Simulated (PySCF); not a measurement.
CH3Se2, SMILES C[Se][Se], doublet (PBE0/def2-SVP optimised geometry):

```
6

C      1.048    -0.563     0.000
Se    -0.904    -0.563     0.000
Se    -1.412     1.614     0.000
H      1.412    -0.049     0.898
H      1.374    -1.614     0.005
H      1.412    -0.057    -0.903
```

Calculation: unrestricted PBE0/def2-TZVP (PySCF).

Q: What are the frontier orbital energies (α orbitals alone; a β orbital can be the lowest empty one) and the dipole moment?

A: HOMO-2 -8.93 eV, HOMO-1 -6.79 eV, HOMO -6.44 eV, LUMO -0.92 eV, LUMO+1 0.25 eV; dipole moment 2.42 D.

Meta-Löwdin charges at PBE0/def2-TZVP: C1 -0.45, Se2 0.23, Se3 -0.20, H4 0.14, H5 0.14, H6 0.14.
